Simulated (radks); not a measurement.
The numbers below are computed, except where a source is named.
Cr II, configuration [Ar] 3d4 4s1 (not the ground configuration).

Code: a radial shooting solver on a logarithmic mesh with Libxc functionals. Model: non-relativistic Kohn-Sham, r2SCAN, spin-polarised, spherical densities, point nucleus; open shells are filled with parallel spins first; meta-GGA in the generalised Kohn-Sham scheme.

Energy parts (hartree):
part                       energy
total                 -1044.09598
kinetic                1043.25150
electron-nucleus      -2471.47033
Hartree                 432.47650
exchange-correlation    -48.35365

Orbitals (lengths in bohr, moments of r in powers of bohr; r(max) is where P^2 peaks; r(90%) holds 90 % of the orbital's charge):
orbital  occ.  eigenvalue (hartree)   <1/r>   r(max)  r(90%)       <r^4>
1s up       1             -215.6111   23.52  0.04225   0.114  0.00007834
1s down     1             -215.6109   23.52  0.04225   0.114  0.00007833
2s up       1             -24.93332   4.991   0.2459   0.458     0.01868
2s down     1             -24.85849   5.002   0.2457   0.457     0.01848
2p up       3             -21.19552   4.921   0.1990   0.428     0.01440
2p down     3             -21.13862   4.931   0.1988   0.426     0.01419
3s up       1              -3.26699   1.554   0.7815    1.35       1.444
3s down     1              -3.07402   1.544   0.7830    1.36       1.469
3p up       3              -2.21098   1.428   0.7987    1.48       2.063
3p down     3              -2.01709   1.419   0.8011    1.48       2.087
3d up       4              -0.56919   1.075   0.8188    2.16       10.67
4s up       1              -0.44916  0.4528    2.474    4.23       135.3
3d down     0              -0.36872   1.059   0.8279    2.27       15.06

The highest occupied level is 4s up at -12.222 eV. Virial ratio -V/T = 2.00081. The density falls to 0.001 e/bohr^3 at r = 3.99 bohr. Summed over all electrons, <r^2> = 26.60 bohr^2, which gives a Langevin (diamagnetic) susceptibility term of -21.1 x 10^-6 cm^3/mol. The electron density at the nucleus is 9320 e/bohr^3. Spin moment in Bohr magnetons: 5. The spin density at the nucleus is 4.296 e/bohr^3 (1s 0.105, 2s -1.578, 3s 0.886, 4s 4.883), a Fermi contact field of 225 T.
